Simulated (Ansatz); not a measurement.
Isolated molecules relaxed with PBE0-D4/def2-TZVP in Ansatz; ΔE leaves out vibrations. CCSD(T)/CBS is the MP2 limit (def2-TZVPP, def2-QZVPP) plus CCSD(T) − MP2 in def2-TZVPP, frozen cores. This one scheme is used for every species. Each species was taken in one conformer, which may not be the lowest.

Reaction (redistribution): `NB(N)S` + `[F][AlH2]` → `NB(N)F` + `[AlH2][SH]`

```
         level  ΔE (kcal/mol)
  MP2/def2-SVP           -4.2
MP2/def2-QZVPP           -1.2
```

Question: What does CCSD(T)/CBS give? (Estimate.)

Answer: Computed: -2.7 kcal/mol. The listed levels differ from it by -1.5, 1.5 kcal/mol.

Question: What do rigid-rotor, harmonic-oscillator terms from PBE0-D4/def2-TZVP frequencies (298.15 K, 1 bar) make of the CCSD(T)/CBS value? (Estimate.)

Answer: The calculation gave: ΔZPE = +0.3 kcal/mol, ΔH = -2.6 kcal/mol, ΔS = -4 J/(mol·K), ΔG = -2.3 kcal/mol.

Largest T1 diagnostic among the species: 0.012.

In def2-TZVPP, CCSD(T) changes the Hartree–Fock value by +3.7 kcal/mol (the triples alone add +0.5 kcal/mol) and MP2 by +5.3 kcal/mol. At CCSD(T), def2-SVP lies −2.7 kcal/mol from the extrapolated value and def2-TZVPP −0.8 kcal/mol.
